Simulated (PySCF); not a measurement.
## Polarisability and C₆ of Rb⁺ (rubidium, charge +1)

[Kr], closed-shell 1S. Calculation: PySCF 2.14, in dyall-av2z; no relativity, point nucleus. Coupled (time-dependent) response in atomic units; α is the mean over directions. A double-zeta set is small for polarisabilities.

```csv
method,mean α (bohr³),C₆ (like pair),S(−4)
LC-wPBE,8.897,53.41,11.93
```

S(−4) is the Cauchy moment in α(ω) = α(0) + S(−4) ω² + …

α(iu) at LC-wPBE:

```csv
u (hartree),α(iu) (bohr³)
0,8.897
0.0500,8.867
0.100,8.780
0.200,8.448
0.300,7.954
0.500,6.726
0.750,5.205
1.00,3.979
1.50,2.408
2.00,1.567
3.00,0.7989
5.00,0.3238
```

A single London oscillator, α(iu) = α/(1 + u²/ω²), gives C₆ = (3/4) ω α². Matching the computed C₆ needs ω = 4 × 53.41 / (3 × 8.897²) = 0.900 hartree.

For an ion, C₆ is the dispersion term alone; charge-induced terms of lower order in 1/R come first.

A non-relativistic calculation at this Z misses sizeable relativistic shifts.
